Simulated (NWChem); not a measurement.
CH3Cl2Sc; SMILES [CH3][Sc]([Cl])[Cl]

```xyz
7

Sc     0.3878    -0.0008     0.0174
Cl    -0.6052    -2.0574    -0.0130
Cl    -0.6113     2.0524    -0.0119
C      2.5220     0.0088     0.0163
H      2.9280     0.8444     0.6146
H      2.8941     0.1421    -1.0180
H      2.9433    -0.9378     0.3986
```
Atoms are numbered in this order, from 1.

Geometry: optimised at PBE0/def2-SVP. B3LYP is NWChem's, with the RPA form of VWN correlation.

Q: Give the principal values of the shielding tensors (ppm) of Sc1, Cl2, Cl3, C4 from B3LYP/6-31G* (spherical d), GIAO (NWChem), with their diamagnetic and paramagnetic parts as GIAO splits them.

A: 
```tsv
atom	σ11	σ22	σ33	isotropic	diamagnetic	paramagnetic
Sc1	-478.8	301.6	651.0	157.9	1513.0	-1355.1
Cl2	9.2	247.2	1063.3	439.9	1148.3	-708.5
Cl3	11.1	244.7	1064.9	440.2	1148.3	-708.1
C4	80.8	120.9	199.0	133.6	250.5	-116.9
```
